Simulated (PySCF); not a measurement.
BeO, SMILES [Be]=[O].

Geometry: B3LYP-D3(BJ)/def2-TZVPD.

All values below come from B3LYP-D3(BJ)/def2-TZVPD run with PySCF.

Harmonic, unscaled wavenumbers; measured fundamentals usually lie a few per cent lower.

```
mode  ν (cm⁻¹)  IR (km/mol)  Raman (Å⁴/amu)  depolarisation  moving atoms (share of kinetic energy)
----  --------  -----------  --------------  --------------  --------------------------------------
1         1536         20.4           344.1            0.01                         Be 64 %, O 36 %
```
